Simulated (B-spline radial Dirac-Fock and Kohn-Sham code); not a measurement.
**Er⁶⁺: eigenvalues, ΔSCF and the reference**

System: Er⁶⁺, configuration [Kr] 4d10 4f10 5s2 5p4.

The density-functional columns are spherical, spin-unpolarised Dirac-Kohn-Sham results without Breit or QED terms: −ε is minus the orbital energy of the initial state and ΔSCF the difference of two total energies. The reference in the last column comes from ΔSCF Dirac-Fock with Breit, self-energy and vacuum polarisation, finite nucleus, configuration average. All numbers are from a radial B-spline solver, in eV; a selection of levels is shown. The Kohn-Sham columns are given as differences from the reference. For the 1s level of heavy atoms much of the gap between ΔSCF and the reference is the Breit and QED part, -263.5 eV here; for other levels the error of the functional can be larger.

```tsv
level	PBE −ε − DF	PBE ΔSCF − DF	LDA −ε − DF	LDA ΔSCF − DF	Dirac-Fock
1s	-195.6	+303.9	-246.9	+251.0	57581.3
2s	-145.2	-52.8	-152.4	-59.6	9857.2
2p1/2	-107.6	+10.0	-110.7	+7.0	9363.4
2p3/2	-118.1	-13.9	-120.1	-15.8	8457.0
3s	-75.9	-46.8	-77.8	-48.6	2323.8
3p1/2	-61.1	-30.2	-61.9	-30.8	2108.6
3p3/2	-60.5	-31.8	-60.9	-32.1	1915.5
3d3/2	-40.5	-6.7	-40.3	-6.4	1552.3
3d5/2	-41.4	-8.4	-41.1	-8.1	1511.1
4s	-39.1	-24.4	-40.0	-25.2	555.8
4p1/2	-32.2	-17.5	-32.5	-17.9	468.6
4d3/2	-20.3	-6.4	-20.2	-6.4	280.8
4d5/2	-20.4	-6.6	-20.3	-6.6	272.9
4f	-8.9	+3.5	-8.5	+3.9	100.1
5s	-8.7	+0.3	-8.3	+0.7	140.9
5p	-6.4	+1.8	-6.0	+2.2	109.7
```

Values without a named source are computed, but for edge energies of neutral atoms, which are taken from tables.
